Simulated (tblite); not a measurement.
Start geometry of `C=C1[C@@H](O)[C@H]1[SiH2]C` from a force field or distance geometry (Å):
```
atom  x, y, z in Å
C1    -2.6652    0.6627    0.5055
C2    -1.5813   -0.0541    0.5180
C3    -0.9482   -1.2562    0.0968
O4    -0.4350   -1.4177   -1.2410
C5    -0.2574   -0.1828    1.0080
Si6    1.0619    0.9284    0.2973
C7     2.6785    0.0486    0.0786
H8    -2.7222    1.6156    1.0393
H9    -3.5459    0.3330   -0.0381
H10   -1.3099   -2.1553    0.5944
H11   -1.1277   -1.2535   -1.8979
H12   -0.1312   -0.4354    2.0466
H13    0.6415    1.5259   -0.9866
H14    1.2761    2.0664    1.2306
H15    2.5779   -0.7757   -0.6223
H16    3.4455    0.7229   -0.2881
H17    3.0357   -0.3607    1.0356
```

Q: What comes out of this run: GFN2-xTB geometry optimisation, gas phase in tblite 0.8.0?

A: 
```
atom  x, y, z in Å
C1    -2.7441    0.6563    0.4904
C2    -1.6286   -0.0251    0.5613
C3    -0.8516   -1.1896    0.1225
O4    -0.3318   -1.2466   -1.1773
C5    -0.2546   -0.1447    1.0453
Si6    1.0679    0.9795    0.2820
C7     2.6579   -0.0278    0.0578
H8    -2.8767    1.5785    1.0330
H9    -3.5824    0.3194   -0.0998
H10   -1.1107   -2.1709    0.5211
H11   -1.0526   -1.2008   -1.8151
H12   -0.1174   -0.4240    2.0828
H13    0.5930    1.5311   -0.9899
H14    1.2711    2.0856    1.2329
H15    2.4870   -0.8671   -0.6093
H16    3.4505    0.5816   -0.3656
H17    3.0160   -0.4232    1.0047
```

The energy falls by 5.7 kcal/mol over 73 L-BFGS steps, the largest force on an atom goes from 2.05 to 0.010 eV/Å, and the atoms move by 0.115 Å rms after alignment. The bond that changes most is C3–C5 (carbinol carbon (C–OH) to sp3 carbon bound to silicon), which shortens by 0.052 Å. Bonds longer at the end by more than 0.005 Å: 6 of 17; shorter: 8. Among the angles that change most is C3–C2–C5, from 67.0° to 62.4°. Rotational constants go from 3404, 1504, 1191 to 3560, 1495, 1213 MHz. The orientation of the end geometry is arbitrary; only internal coordinates are fixed.

The run took 0.79 s wall on one thread, Arm Neoverse N1 (aarch64), shared host with 64 logical CPUs at a one-minute load of 60.

Its GFN2-xTB frequencies are all real (lowest 48 cm⁻¹). The numbers are those of one conformer.

All values are computed, not measured.
